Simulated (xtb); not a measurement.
FSr, charge +1, singlet, from a rough starting geometry (GFN-xTB shapes and energies of metal compounds can be far from the true ones); GFN2-xTB run with xtb 6.7.1.

Here is a job for xtb.
```
$ xtb mol.xyz --gfn 2 --chrg 1 --opt vtight --json

# file mol.xyz
2

Sr    -0.52353560    -0.47581943    -0.84322805
F      0.51898381     0.52121989     0.84869273
```

The log (banner, timings and long lists left out):

```
   ID    Z sym.   atoms
    1   38 Sr     1
    2    9 F      2

           -------------------------------------------------
          |                Calculation Setup                |
           -------------------------------------------------

           -------------------------------------------------
          |                 G F N 2 - x T B                 |
           -------------------------------------------------

          ...................................................
          :                      SETUP                      :
          :.................................................:
          :  # basis functions                  14          :
          :  # atomic orbitals                  13          :
          :  # shells                            5          :
          :  # electrons                         8          :
          :  max. iterations                   250          :
          :  Hamiltonian                  GFN2-xTB          :
          :  restarted?                      false          :
          :  GBSA solvation                  false          :
          :  PC potential                    false          :
          :  electronic temp.          300.0000000     K    :
          :  accuracy                    1.0000000          :
          :  -> integral cutoff          0.2500000E+02      :
          :  -> integral neglect         0.1000000E-07      :
          :  -> SCF convergence          0.1000000E-05 Eh   :
          :  -> wf. convergence          0.1000000E-03 e    :
          :  Broyden damping             0.4000000          :
          :  net charge                          1          :
          :  unpaired electrons                  0          :
          ...................................................

 iter      E             dE          RMSdq      gap      omega  full diag
   1      9.9362532  0.993625E+01  0.126E+02    4.11       0.0  T
   2     -4.0281115 -0.139644E+02  0.447E+01   50.13       1.0  T
   3     -4.1203075 -0.921960E-01  0.365E+01   25.48       1.0  T
   4     -4.3423254 -0.222018E+00  0.359E+01    5.70       1.0  T
   5     15.6608407  0.200032E+02  0.634E+01   13.23       1.0  T
   6     15.7803587  0.119518E+00  0.640E+01   13.81       1.0  T
   7     15.9864608  0.206102E+00  0.664E+01   14.95       1.0  T
   8     15.9324333 -0.540275E-01  0.836E+01   14.32       1.0  T
   9     15.4546239 -0.477809E+00  0.908E+01   12.07       1.0  T
[...]
         :: total energy              -4.735187388336 Eh    ::
 * total energy  :    -4.7351874 Eh     change       -0.4896457E-09 Eh
 * total energy  :    -4.7354582 Eh     change       -0.2708555E-03 Eh
 * total energy  :    -4.7355331 Eh     change       -0.7490254E-04 Eh
 * total energy  :    -4.7355342 Eh     change       -0.1025675E-05 Eh
 * total energy  :    -4.7355347 Eh     change       -0.5615217E-06 Eh
 * total energy  :    -4.7355347 Eh     change        0.1190852E-09 Eh
 * total energy  :    -4.7355347 Eh     change       -0.1652962E-09 Eh
   *** GEOMETRY OPTIMIZATION CONVERGED AFTER 7 ITERATIONS ***
         :: total energy              -4.735534734105 Eh    ::
[...]
         6                         -0.5819620             -15.8360
         7                         -0.5819620             -15.8360
         8                         -0.4644350             -12.6379
         9                         -0.2611715              -7.1068
        10                         -0.2611715              -7.1068
        11                         -0.2368199              -6.4442
        12                         -0.2368199              -6.4442
        13                          0.0128678               0.3501
      -------------------------------------------------------------
                  HL-Gap            0.0469883 Eh            1.2786 eV
             Fermi-level           -0.7673802 Eh          -20.8815 eV

     #   Z          covCN         q      C6AA      α(0)
     1  38 Sr       0.600     0.946  2046.786   182.995
     2   9 F        0.600     0.054     8.955     3.529

 Mol. C6AA /au·bohr⁶  :       2220.861721
 Mol. C8AA /au·bohr⁸  :     472400.744789
 Mol. α(0) /au        :        186.524628

Wiberg/Mayer (AO) data.
largest (>0.10) Wiberg bond orders for each atom

 ---------------------------------------------------------------------------
     #   Z sym  total        # sym  WBO       # sym  WBO       # sym  WBO
 ---------------------------------------------------------------------------
     1  38 Sr   1.551 --     2 F    1.551
     2   9 F    1.551 --     1 Sr   1.551
 ---------------------------------------------------------------------------

Topologies differ in total number of bonds
Writing topology from bond orders to xtbtopo.mol

molecular dipole:
                 x           y           z       tot (Debye)
 q only:       -0.856      -0.772      -1.378
   full:       -1.311      -1.207      -2.115       7.030
molecular quadrupole (traceless):
                xx          xy          yy          xz          yz          zz
 q only:       -0.658       1.259      -0.888       2.224       2.030       1.546
  q+dip:       -1.107       2.113      -1.477       3.719       3.408       2.584
   full:       -0.583       1.142      -0.866       2.071       1.831       1.449

optimized geometry written to: xtbopt.xyz

           -------------------------------------------------
          | TOTAL ENERGY               -4.735534734105 Eh   |
          | GRADIENT NORM               0.000000376625 Eh/α |
          | HOMO-LUMO GAP               1.278617372707 eV   |
           -------------------------------------------------
```
